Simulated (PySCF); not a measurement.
Run record: geometry optimisation, `[CH3][Ge@H]1[CH2][SiH2][NH]1`.

Method: PBE0-D3(BJ)/def2-SVP geometry optimisation, gas phase (PySCF 2.14.0). Start geometry: GFN2-xTB. The input is one job of a driver script: a line of settings, then coordinates in Å.

Command:
```bash
OMP_NUM_THREADS=1 python probes_run.py task.json out
```

Input:
```
{"job": {"xc": "PBE0", "basis": "def2-SVP", "d3": "d3bj", "grid": 1, "shake": 0.01, "kind": "geom"}, "charge": 0, "multiplicity": 1}
C      2.143630    -0.071100     0.791520
Ge     0.605410    -0.579250    -0.382890
C     -1.195810    -0.911040     0.406810
Si    -1.766020     0.719960    -0.390480
N     -0.247680     0.895920    -1.120130
H      2.550480    -0.907270     1.277270
H      1.779540     0.643380     1.548080
H      2.917460     0.449820     0.204380
H      1.088950    -1.483600    -1.488870
H     -1.682100    -1.805300     0.073980
H     -1.203320    -0.920910     1.509610
H     -2.879160     0.527420    -1.345540
H     -2.165020     1.766000     0.583280
H      0.046500     1.660880    -1.689700
```

Output:
```
step   0  E = -2501.91479115  max force = 0.030902
step   1  E = -2501.92182154  max force = 0.007126
step   2  E = -2501.92224049  max force = 0.001691
step   3  E = -2501.92231049  max force = 0.000852
step   4  E = -2501.92234826  max force = 0.000895
step   5  E = -2501.92236721  max force = 0.000586
step   6  E = -2501.92237853  max force = 0.000519
step   7  E = -2501.92238572  max force = 0.000428
optimisation converged
```

Energies in Eh; «max force» is the largest Cartesian gradient component in Eh/bohr.

**Question.** Give the first gradient maximum in eV/Å.

**Answer.** With 1 Eh/bohr = 51.422 eV/Å, 1.589 eV/Å.

In short: final energy -2501.92239 Eh after 7 steps; dipole 1.31 D.

Time: 75 s wall; peak memory 0.55 GiB. Hardware: one thread, Arm Neoverse V1 (aarch64), shared host with 32 logical CPUs at a one-minute load of 30.
Labels such as C1 count atoms from 1, the log's own numbers from 0.
